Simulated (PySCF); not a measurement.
Species: C4H12Si3.
Numbering: `[CH3:1][SiH2:2][C:3]#[C:4][SiH2:5][CH2:6][SiH3:7]` (hydrogens: H8, H9, H10 on C1; H11, H12 on Si2; H13, H14 on Si5; H15, H16 on C6; H17, H18, H19 on Si7)

Structure optimised with GFN2-xTB, isolated species.

(1) What internal coordinates does the optimisation give?

Answers

(1) 
| bond | length (Å) | order |
| --- | --- | --- |
| C1–Si2 | 1.898 | single |
| Si2–C3 | 1.852 | single |
| C3≡C4 | 1.212 | triple |
| C4–Si5 | 1.853 | single |
| Si5–C6 | 1.903 | single |
| C6–Si7 | 1.897 | single |
| C1–H8, C1–H9, C1–H10 | 1.087 | single |
| Si2–H11, Si2–H12 | 1.469 | single |
| Si5–H13, Si5–H14 | 1.469 | single |
| C6–H15, C6–H16 | 1.091 | single |
| Si7–H17, Si7–H18, Si7–H19 | 1.466 | single |

Bonds in one row agree within 0.01 Å and their mean is given. Orders are formal, as drawn. A selection of angles:
| angle | degrees |
| --- | --- |
| Si2–C1–H8 | 111.3 |
| H8–C1–H9 | 107.7 |
| C1–Si2–C3 | 107.9 |
| C1–Si2–H11 | 110.5 |
| C3–Si2–H11 | 108.9 |
| C3–Si2–H12 | 108.4 |
| H11–Si2–H12 | 110.5 |
| Si2–C3–C4 | 178.7 |
| C3–C4–Si5 | 178.9 |
| C4–Si5–C6 | 107.9 |
| C4–Si5–H13 | 108.1 |
| C6–Si5–H13 | 110.8 |
| H13–Si5–H14 | 110.6 |
| Si5–C6–Si7 | 115.3 |
| Si5–C6–H15 | 108.7 |
| Si7–C6–H15 | 108.9 |
| H15–C6–H16 | 105.8 |
| C6–Si7–H17 | 109.9 |
| H17–Si7–H18 | 109.1 |

Dihedral angles: C4–Si5–C6–Si7 177° (antiperiplanar). The mirror-image conformer, all signs reversed, is as good.

Si7 (SiH3 silicon) is tetrahedral (angles from 109.1° to 109.9°). The 5 C–Si bonds span 1.852 Å (Si2–C3, drawn single) to 1.903 Å (Si5–C6, drawn single), a spread of 0.051 Å. Si5 (SiH2 silicon) is tetrahedral (angles from 107.9° to 110.8°). Si2 (SiH2 silicon) is tetrahedral (angles from 107.9° to 110.5°).

Point group: near Cs, missed by 0.30 Å at most; the miss may be what the optimiser left on a soft mode. GFN2-xTB frequencies: not computed here. The numbers are those of one conformer.
